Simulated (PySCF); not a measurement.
A fit for the 17O shielding

GIAO PBE0/pcSseg-1 on GFN2-xTB geometries (PySCF, gas phase, non-relativistic):

```csv
SMILES,Hirshfeld charge (e) of O,σ(O) (ppm)
CC[Si@@H](N)O[SiH3],-0.302,310.5
C/N=C/CC[Si@@H](N)O[SiH3],-0.301,307.8
N#CCC[Si@H](N)O[SiH3],-0.298,313.2
[H]/N=C\CC[Si@@H](N)O[SiH3],-0.308,290.0
N[Si@@H](CCC1CC1)O[SiH3],-0.307,289.4
C=NCC[Si@@H](N)O[SiH3],-0.301,307.5
NCCC[Si@@H](N)O[SiH3],-0.302,309.2
```

Q: Fit σ(O) as a line in the Hirshfeld charge of O. How well does it hold?

A: σ = 1109.9 + 2662.3 x, with x in e; correlation +0.95, rms deviation 2.8 ppm, largest 4.7 ppm at `CC[Si@@H](N)O[SiH3]`. A charge says how many electrons sit at the atom, not how easily they circulate, so such a line holds only within like compounds.

Q: A further member, `CCC[Si@H](N)O[SiH3]`, has x = -0.302. What does the line predict, and what does the calculation give?

A: The line gives 305.9 ppm; the calculation 309.0 ppm, a difference of 3.1 ppm, within the usual scatter of the fit.
